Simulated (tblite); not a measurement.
Species: C₄H₅F₃SSi.
Geometry (GFN2-xTB, Å), atoms numbered from 1 in this order:
```
atom  x, y, z in Å
C1     2.5720    0.9345   -0.5281
C2     2.0181   -0.1088   -0.2986
Si3    1.0885   -1.6561    0.0907
S4    -0.4822   -1.0423    1.4729
C5    -0.9488    0.5920    0.8299
C6    -1.8128    0.5013   -0.4079
F7    -2.1875    1.7276   -0.8189
F8    -1.1735   -0.0575   -1.4487
F9    -2.9352   -0.1980   -0.2271
H10    3.0742    1.8349   -0.7408
H11    0.4858   -2.2163   -1.1100
H12    1.8783   -2.5697    0.9008
H13   -0.0543    1.1676    0.5883
H14   -1.5233    1.0903    1.6105
```

All values are computed: GFN2-xTB (tblite) harmonic vibrations without scaling, gas phase. This tight-binding method is rough: wavenumbers can miss measured ones by several per cent, in bad cases by 10 to 20. Modes of hydrogen on silicon can be 10 to 20 % off. One conformer, not necessarily the lowest.

Harmonic wavenumbers (cm⁻¹): 26.5, 32.3, 87.3, 98.9, 149.5, 181.1, 218.0, 290.5, 327.7, 341.4, 460.3, 473.7, 482.5, 484.7, 553.3, 572.9, 652.1, 686.2, 686.7, 716.3, 743.2, 762.5, 827.0, 856.0, 1016.2, 1038.5, 1170.0, 1185.8, 1225.5, 1399.0, 2200.7, 2325.1, 2342.1, 2981.6, 3010.6, 3353.7.

A = 1672, B = 836.8, C = 685.5 MHz; mass 169.983 u (most abundant isotopes); point group C1, symmetry number 1.

What is the zero-point energy?

½Σν̃ = 16980 cm⁻¹ = 203.12 kJ/mol.

What is S at 500 K and 1 bar for an ideal gas of classical rigid rotors and harmonic oscillators?

Translation 183.65, rotation 132.78, vibration 237.61: S = 554.0 J/(mol K).

And Cp and H(500 K) − H(0)?

Cp = 224.90 J/(mol K), of which vibrations give 191.64 (their classical limit is 36 R = 299.3); H(500 K) − H(0) = 72.84 kJ/mol without the zero-point energy, 56.21 from vibrations.

What must be added to the electronic energy to get the Gibbs energy at 500 K and 1 bar?

ZPE + [H(500 K) − H(0)] − T·S = 203.12 + 72.84 − 277.02 = -1.06 kJ/mol.

How do the functions run with temperature in this model?

```tsv
T (K)	S (J/(mol K))	Cp (J/(mol K))	H − H(0) (kJ/mol)	G − H(0) (kJ/mol)	ln q(vib)
50	265.4	62.6	2.40	-10.87	1.30
100	316.2	86.2	6.13	-25.49	3.03
298.15	451.0	172.6	32.15	-102.31	9.28
373.15	492.4	196.1	46.02	-137.71	11.50
750	652.5	259.5	133.81	-355.53	21.33
1000	730.2	280.2	201.47	-528.70	26.76
```

q(vib) and H(0) count from the zero-point level.

Which modes carry the vibrational entropy at 500 K?

26.5 cm⁻¹: 29.72; 32.3 cm⁻¹: 28.07; 87.3 cm⁻¹: 19.82; 98.9 cm⁻¹: 18.79; 149.5 cm⁻¹: 15.39; 181.1 cm⁻¹: 13.83 J/(mol K); the other 30 give 111.99 together.

Hindered rotation and anharmonicity are outside this model. Other conformers, if any are populated, would add a mixing term that is left out. The structure is chiral; the term R ln 2 for an equal mix with its mirror image is left out.
